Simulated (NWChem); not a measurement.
System: C3H7FSi; SMILES C=C[Si@@H](C)F

Input file for NWChem:

```
start job
memory heap 200 mb stack 900 mb global 1100 mb
geometry units angstroms noautoz
  C     -0.027765    -2.252047     0.344653
  C     -0.696765    -1.241590    -0.223559
  Si     0.041438     0.456342    -0.411679
  C     -0.935314     1.766777     0.483694
  F      1.540064     0.380794     0.238254
  H      0.992843    -2.118843     0.720126
  H     -0.464079    -3.250683     0.459983
  H     -1.716382    -1.429116    -0.587661
  H      0.208198     0.819799    -1.850419
  H     -0.453621     2.752306     0.391401
  H     -1.950574     1.844679     0.062445
  H     -1.027654     1.522678     1.553098
end
basis spherical
  * library 6-31g*
end
dft
  xc slater vwn_5
  iterations 150
  vectors input atomic output neutral.movecs
end
task dft energy
charge 1
dft
  odft
  mult 2
  vectors input atomic output cation.movecs
end
task dft energy
```

Output (shortened):

```
             Northwest Computational Chemistry Package (NWChem) 7.3.0
             --------------------------------------------------------

 C1  symmetry detected

                             Geometry "geometry" -> ""
                             -------------------------

 Output coordinates in angstroms (scale by  1.889725989 to convert to a.u.)

  No.       Tag          Charge          X              Y              Z
 ---- ---------------- ---------- -------------- -------------- --------------
    1 C                    6.0000    -0.05276648    -2.24148250     0.34030674
    2 C                    6.0000    -0.72641129    -1.22267717    -0.20713056
    3 Si                  14.0000     0.03129023     0.46229607    -0.43087032
    4 C                    6.0000    -0.88994493     1.79204191     0.49437502
    5 F                    9.0000     1.55191893     0.36517824     0.16264191
    6 H                    1.0000     0.98325595    -2.12327029     0.67653190
    7 H                    1.0000    -0.50037024    -3.23244288     0.47666354
    8 H                    1.0000    -1.76188564    -1.39517304    -0.53177364
    9 H                    1.0000     0.14956932     0.81708224    -1.87656030
   10 H                    1.0000    -0.39634285     2.76925747     0.37939546
   11 H                    1.0000    -1.91896550     1.88463131     0.11120904
   12 H                    1.0000    -0.94585853     1.55387261     1.56763406

 Effective nuclear repulsion energy (a.u.)     226.0894618276

                                 NWChem DFT Module
                                 -----------------

 Summary of "ao basis" -> "ao basis" (spherical)
 ------------------------------------------------------------------------------
       Tag                 Description            Shells   Functions and Types
 ---------------- ------------------------------  ------  ---------------------
 C                           6-31g*                  6       14   3s2p1d
 Si                          6-31g*                  8       18   4s3p1d
 F                           6-31g*                  6       14   3s2p1d
 H                           6-31g*                  2        2   2s

            General Information
            -------------------
          SCF calculation type: DFT
          Wavefunction type:  closed shell.
          No. of atoms     :    12
          No. of electrons :    48
           Alpha electrons :    24
            Beta electrons :    24
          Charge           :     0
          Spin multiplicity:     1
          Use of symmetry is: off; symmetry adaption is: off
          Maximum number of iterations: 150
          AO basis - number of functions:    88
                     number of shells:    46
          Convergence on energy requested:  1.00D-06
          Convergence on density requested:  1.00D-05
          Convergence on gradient requested:  5.00D-04

              XC Information
              --------------
                        Slater Exchange Functional  1.000 local
                      VWN V Correlation Functional  1.000 local

             Grid Information
             ----------------
          Grid used for XC integration:  medium
          Radial quadrature: Mura-Knowles
          Angular quadrature: Lebedev.
          Tag              B.-S. Rad. Rad. Pts. Rad. Cut. Ang. Pts.
          ---              ---------- --------- --------- ---------
          C                   0.70       49          12.0       434
          Si                  1.10       88          10.0       590
          F                   0.50       49          10.0       434
          H                   0.35       45          13.0       434
          Grid pruning is: on
          Number of quadrature shells:   599
          Spatial weights used:  Erf1

      Superposition of Atomic Density Guess
      -------------------------------------

 Sum of atomic energies:        -504.65802976

      Non-variational initial energy
      ------------------------------

 Total energy =    -506.952699
 1-e energy   =   -1143.930572
 2-e energy   =     410.888411
 HOMO         =      -0.320208
 LUMO         =      -0.001225

   convergence    iter        energy       DeltaE   RMS-Dens  Diis-err
 ---------------- ----- ----------------- --------- --------- ---------
 d= 0,ls=0.0,diis     1   -504.8787956012 -7.31D+02  1.79D-02  9.38D-01
 d= 0,ls=0.0,diis     2   -504.7706479975  1.08D-01  1.21D-02  2.15D+00
 d= 0,ls=0.0,diis     3   -504.9443671351 -1.74D-01  2.57D-03  1.40D-01
 d= 0,ls=0.0,diis     4   -504.9536426115 -9.28D-03  1.21D-03  1.58D-02
 d= 0,ls=0.0,diis     5   -504.9551139630 -1.47D-03  5.94D-04  4.59D-03
  Resetting Diis
 d= 0,ls=0.0,diis     6   -504.9557200516 -6.06D-04  1.70D-04  3.80D-04
 d= 0,ls=0.0,diis     7   -504.9557736627 -5.36D-05  9.13D-05  2.21D-05
 d= 0,ls=0.0,diis     8   -504.9557687581  4.90D-06  5.60D-05  6.20D-05
 d= 0,ls=0.0,diis     9   -504.9557764887 -7.73D-06  9.41D-06  9.98D-07
 d= 0,ls=0.0,diis    10   -504.9557765849 -9.62D-08  2.75D-06  1.30D-07

         Total DFT energy =     -504.955776584873
      One electron energy =    -1148.535639625682
           Coulomb energy =      464.801490878259
    Exchange-Corr. energy =      -47.311089665052
 Nuclear repulsion energy =      226.089461827602

 Numeric. integr. density =       48.000012150310

                       DFT Final Molecular Orbital Analysis
                       ------------------------------------

[...]
```

Level: LDA (Slater exchange, VWN5)/6-31G* (spherical d), vertical spin-unrestricted ions. All runs use the structure optimised with PBE0/def2-SVP. No frequency run checked for a minimum.
